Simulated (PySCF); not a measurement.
sodium chloride (ClNa), singlet, geometry from GFN2-xTB (such geometries of metal compounds can be far from the true shape), with bond 1-2 at 1.25 times its length; B3LYP/STO-3G (PySCF).

PySCF was given this input:
```python
from pyscf import gto, scf, dft

mol = gto.Mole()
mol.atom = '''
    Na    0.000000    0.000000   -1.924632
    Cl    0.000000    0.000000    0.882123
'''
mol.basis = 'sto-3g'
mol.charge = 0
mol.spin = 0
mol.verbose = 4
mol.build()

mf = dft.RKS(mol)
mf.xc = 'b3lyp'
mf.kernel()
mo_i, mo_e, stable_i, stable_e = mf.stability(internal=True, external=True, return_status=True, nroots=6, tol=1e-6)
print('internally stable:', stable_i, ' externally stable:', stable_e)
if not stable_e:
    umf = mf.to_uhf() if not hasattr(mf, 'xc') else mf.to_uks()
    umf.scf_summary = {}
    umf.kernel(umf.make_rdm1(mo_e, umf.mo_occ))
```

What the program printed (banner, timings and long lists left out):

```
PySCF version 2.14.0

[INPUT] verbose = 4
[INPUT] num. atoms = 2
[INPUT] num. electrons = 28
[INPUT] charge = 0
[INPUT] spin (= nelec alpha-beta = 2S) = 0
[INPUT] symmetry False subgroup None
[INPUT] Mole.unit = angstrom
[INPUT] Symbol           X                Y                Z      unit          X                Y                Z       unit  Magmom
[INPUT]  1 Na     0.000000000000   0.000000000000  -1.924632000000 AA    0.000000000000   0.000000000000  -3.637027370574 Bohr   0.0
[INPUT]  2 Cl     0.000000000000   0.000000000000   0.882123000000 AA    0.000000000000   0.000000000000   1.666970878180 Bohr   0.0

nuclear repulsion = 35.2564218971873
number of shells = 10
number of NR pGTOs = 54
number of NR cGTOs = 18
basis = sto-3g
ecp = {}

******** <class 'pyscf.dft.rks.RKS'> ********
method = RKS
initial guess = minao
damping factor = 0
level_shift factor = 0
DIIS = <class 'pyscf.scf.diis.CDIIS'>
diis_start_cycle = 1
diis_space = 8
diis_damp = 0
SCF conv_tol = 1e-09
SCF conv_tol_grad = None
SCF max_cycles = 50
direct_scf = True
direct_scf_tol = 1e-13
XC library pyscf.dft.libxc version 7.1.2
    S. Lehtola, C. Steigemann, M. J. T. Oliveira, and M. A. L. Marques,  SoftwareX 7, 1–5 (2018)
XC functionals = b3lyp
    P. J. Stephens, F. J. Devlin, C. F. Chabalowski, and M. J. Frisch,  J. Phys. Chem. 98, 11623 (1994)
radial grids:
    Treutler-Ahlrichs [JCP 102, 346 (1995); DOI:10.1063/1.469408] (M4) radial grids

becke partition: Becke, JCP 88, 2547 (1988); DOI:10.1063/1.454033
pruning grids: <function nwchem_prune>
grids dens level: 3
symmetrized grids: False
atomic radii adjust function: <function treutler_atomic_radii_adjust>
small_rho_cutoff = 0
Set gradient conv threshold to 3.16228e-05
Initial guess from minao.
tot grids = 36984
init E= -614.856688942584
cycle= 1 E= -615.442146952987  delta_E= -0.585  |g|= 0.296  |ddm|= 1.12
cycle= 2 E= -615.456092654284  delta_E= -0.0139  |g|= 0.247  |ddm|= 1.25
cycle= 3 E= -615.476746297169  delta_E= -0.0207  |g|= 0.0111  |ddm|= 0.558
cycle= 4 E= -615.476830621673  delta_E= -8.43e-05  |g|= 0.00139  |ddm|= 0.0475
cycle= 5 E= -615.476832791951  delta_E= -2.17e-06  |g|= 1.7e-05  |ddm|= 0.00696
cycle= 6 E= -615.476832792148  delta_E= -1.96e-10  |g|= 7.56e-07  |ddm|= 5.07e-05
Extra cycle  E= -615.476832792148  delta_E= -2.27e-13  |g|= 4.67e-07  |ddm|= 2.71e-06
converged SCF energy = -615.476832792148
rhf_internal: lowest eigs of H = [0.58456941 0.58456941 0.97407387 1.65183959 1.65305353 1.6792926 ]
<class 'pyscf.dft.rks.RKS'> wavefunction is stable in the internal stability analysis
rhf_real2complex: lowest eigs of H = [0.14072935 0.14072935 0.16607625 0.41279795 0.41288918 0.41308792]
<class 'pyscf.dft.rks.RKS'> wavefunction is stable in the real -> complex stability analysis
rhf_external: lowest eigs of H = [0.13693835 0.13693835 0.14352108 0.41160562 0.41207963 0.41208051]
<class 'pyscf.dft.rks.RKS'> wavefunction is stable in the RHF/RKS -> UHF/UKS stability analysis
internally stable: True  externally stable: True
```
